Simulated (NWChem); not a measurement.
# CH2BNO; SMILES C(=NB)=O

```xyz
6

B      0.0000     0.0000    -1.9437
H      0.0000     1.0549    -2.5322
H      0.0000    -1.0549    -2.5322
N      0.0000     0.0000    -0.5388
C      0.0000     0.0000     0.6590
O      0.0000     0.0000     1.8250
```
Atoms are numbered in this order, from 1.

All runs: NWChem. Pople sets run with spherical d functions. The geometry was optimised at PBE0/def2-SVP.

**Question.** Taking B3LYP/6-311++G** as the yardstick, which of these has the fewest basis functions while keeping “dipole (D)” within 0.05 D of it: B3LYP/3-21G; B3LYP/6-311G**; B3LYP/6-31G*; B3LYP/STO-3G; B3LYP/6-31+G*?

**Answer.** B3LYP/6-31+G* (a larger set in the list lies outside the tolerance).
```
level             basis functions  dipole (D)
----------------  ---------------  ----------
B3LYP/STO-3G                   22        0.06
B3LYP/3-21G                    40        0.56
B3LYP/6-31G*                   60        0.91
B3LYP/6-31+G*                  76        1.20
B3LYP/6-311G**                 84        0.95
B3LYP/6-311++G**              102        1.20
```

The yardstick is one finite set, not the basis-set limit.
